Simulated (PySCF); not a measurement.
## Static response to an electric field

Species: C2H8FNSi.
SMILES with atom numbers: `[CH3:1][CH2:2][NH:3][SiH2:4][F:5]` (hydrogens: H6, H7, H8 on C1; H9, H10 on C2; H11 on N3; H12, H13 on Si4)

Geometry (GFN2-xTB, Å), atoms numbered from 1 in this order:
```
atom  x, y, z in Å
C1    -1.726   -0.172   -0.043
C2    -0.569    0.720    0.400
N3     0.658   -0.010    0.635
Si4    1.806   -0.384   -0.577
F5     2.066    1.008   -1.341
H6    -1.473   -0.678   -0.972
H7    -2.622    0.422   -0.200
H8    -1.937   -0.925    0.714
H9    -0.365    1.467   -0.370
H10   -0.844    1.246    1.321
H11    0.563   -0.657    1.404
H12    3.030   -0.763    0.105
H13    1.406   -1.273   -1.666
```

Level: PBE0/def2-SVPD (PySCF), static field, nuclei fixed, core orbitals frozen in the response. The polarisability tensor in these axes (au):

```
x   66.38 -3.06 -2.54
y   -3.06 54.22  1.98
z   -2.54  1.98 55.41
```

Question: Give the principal values, the mean and the anisotropy Δα = √{½[(α1 − α2)² + (α2 − α3)² + (α1 − α3)²]}.

Answer: Principal values 52.66, 55.54 and 67.81 au; mean 58.67 au = 8.69 Å³ = 9.67 × 10⁻⁴⁰ C²·m²/J; Δα = 13.93 au (24 % of the mean).

Question: What is the dipole moment, and where does it point?

Answer: (-1.42, -1.48, 1.28) D, 2.42 D in size, pointing from the negative to the positive side. Measured along this direction, the outermost atoms are F5 at the negative end and H8 at the positive end.

Question: Sum over states: ᾱ = Σ f/ω², ω in Eh. What share falls to these 8 lowest TDDFT singlets (eV, f)? 6.08, 0.0279; 6.29, 0.0149; 7.32, 0.0207; 7.49, 0.0039; 7.60, 0.0303; 7.90, 0.0074; 8.40, 0.0133; 8.47, 0.0163.

Answer: They add up to 1.96 au, 3.3 % of the 58.67 au; the largest single term is 0.56 au, from the state at 6.08 eV. Terms in order: 0.56, 0.28, 0.29, 0.05, 0.39, 0.09, 0.14, 0.17 au. Higher excitations give the rest. The strengths listed sum to 0.135.

Question: Refractivity n − 1 of an ideal gas of it at 273.15 K and 1 atm, from the electronic α?

Answer: N = p/kT = 2.6868 × 10¹⁹ cm⁻³, so n − 1 = 2π × N × 8.69 × 10⁻²⁴ cm³ = 1468 × 10⁻⁶ at long wavelengths, for an ideal gas.

Question: How large is μ²/3kT at 250 K beside α?

Answer: In Gaussian units μ²/3kT = 56.56 Å³ against 8.69 Å³, a ratio of 6.51; the Debye molar polarisation (4π/3)N_A(α + μ²/3kT) is 164.6 cm³/mol, leaving out the vibrational part.

One conformer (not necessarily the lowest) at the GFN2-xTB geometry, without solvent, vibrations or thermal averaging.

The run behind these numbers computed excited states as well. On Arm Neoverse V2, one thread, no GPU, shared host with 96 logical CPUs at a one-minute load of 43, this took 18 s and 0.70 GiB of memory at its peak.
